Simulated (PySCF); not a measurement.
Predicted microwave data (PBE0-D3(BJ)/def2-SVP geometry optimisation, gas phase (PySCF)) for one isomer of C2H6Se:

```
Rotational constants : A = 11418, B = 6883, C = 4547 MHz
Dipole components    : |μa| = 0.00 D, |μb| = 1.45 D, |μc| = 0.00 D
Inertial defect      : -6.54 u·Å²
κ                    : -0.32
```

Question: Which candidate fits, each taken in the one conformer that was computed?
A. SeMe2 (`C[Se]C`)
B. `[CH3:1][CH2:2][SeH:3]` with C1–C2–Se3–H -64°

Answer: A. It is C[Se]C, an asymmetric top, point group C2v. The candidates at the same level (rigid rotor, commonest isotopes):

```tsv
SMILES	A (MHz)	B (MHz)	C (MHz)	μa (D)	μb (D)	μc (D)	Δ (u·Å²)	point group	rotor
CC[SeH]	27538	3608	3395	1.41	0.14	0.53	-9.55	–	near-prolate asymmetric top
C[Se]C	11418	6883	4547	0.00	1.45	0.00	-6.54	C2v	asymmetric top
```

`CC[SeH]` has A 141 % too high. In the right answer the symmetry axis of this C2v structure is b, so μa and μc vanish by symmetry. No structure here is proved a minimum.
